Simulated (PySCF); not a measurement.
C3H7NSi.
Structure used (PBE0-D3(BJ)/def2-SVP), in Å, numbered top down from 1:
```
atom  x, y, z in Å
C1     2.4559   -0.8512    0.1322
N2     1.2279   -0.7266    0.4006
Si3    0.0873    0.3206   -0.3906
C4    -1.6779   -0.2393   -0.3600
C5    -1.3427    0.8842    0.6423
H6     2.9889   -0.2945   -0.6688
H7     3.0838   -1.5560    0.7084
H8     0.5982    1.1633   -1.5079
H9    -1.8949   -1.2239    0.0678
H10   -2.3431    0.0212   -1.1907
H11   -1.3508    0.6083    1.7022
H12   -1.7929    1.8650    0.4530
```

NICS = −σ at a ghost point: NICS(0) at the centroid of the ring atoms, NICS(1) 1 Å to either side along the normal of their mean plane, zz for the tensor component along that normal. Level: GIAO PBE/pcSseg-2 (PySCF, non-relativistic, gas phase) on the PBE0-D3(BJ)/def2-SVP geometry, one conformer.

Ring bond lengths (Å): Si3–C4 1.852, C4–C5 1.542, C5–Si3 1.852.

What do the NICS probes read (ppm)?

| ring | type | NICS(0) | NICS(1), two faces | NICS(1)zz, two faces | rms pucker (Å) | centre to ring atoms, mean (Å) |
| --- | --- | --- | --- | --- | --- | --- |
| Si3–C4–C5 | 3-membered ring with Si; formal bonds all single | -24.4 | -7.5 / -5.6 | -16.6 / -14.3 | 0.00 | 1.01 |

What can be read from them?

- Si3–C4–C5: mean NICS(1)zz -15.4 ppm, shielded. Si3, C4, C5 have four or more neighbours; no verdict on aromaticity is drawn. NICS(0) lies 18 ppm below the mean NICS(1).

How shielded are the nuclei of the rings and their hydrogens (means over atoms taken as equivalent)?

```json
{"atoms": "Si3", "environment": "SiH silicon", "σ isotropic (ppm)": "416.2", "principal values of the symmetric part, first atom (ppm)": "294.6, 313.6, 640.4"}
{"atoms": "C4 (×2)", "environment": "sp3 carbon bound to silicon", "σ isotropic (ppm)": "178.6", "principal values of the symmetric part, first atom (ppm)": "160.6, 175.5, 199.7"}
{"atoms": "H8", "environment": "Si–H hydrogen", "σ isotropic (ppm)": "26.73", "principal values of the symmetric part, first atom (ppm)": "22.6, 24.8, 32.8"}
{"atoms": "H9 (×2)", "environment": "methylene hydrogen", "σ isotropic (ppm)": "29.93", "principal values of the symmetric part, first atom (ppm)": "25.0, 26.8, 38.0"}
{"atoms": "H10 (×2)", "environment": "methylene hydrogen", "σ isotropic (ppm)": "30.28", "principal values of the symmetric part, first atom (ppm)": "25.4, 26.7, 38.7"}
```

How do the values depend on the level or the medium?

```json
{"level": "PBE/pcSseg-2, gas", "NICS(0), Si3–C4–C5": "-24.4", "mean NICS(1)zz, Si3–C4–C5": "-15.4"}
{"level": "PBE0/pcSseg-1, gas", "NICS(0), Si3–C4–C5": "-24.3", "mean NICS(1)zz, Si3–C4–C5": "-15.2"}
{"level": "PBE0/pcSseg-1, IEF-PCM benzene", "NICS(0), Si3–C4–C5": "-24.5", "mean NICS(1)zz, Si3–C4–C5": "-15.3"}
{"level": "PBE0/pcSseg-1, IEF-PCM methanol", "NICS(0), Si3–C4–C5": "-24.6", "mean NICS(1)zz, Si3–C4–C5": "-15.3"}
```

The geometry is the same throughout; the continuum's cavity takes Bondi-type radii × 1.2.
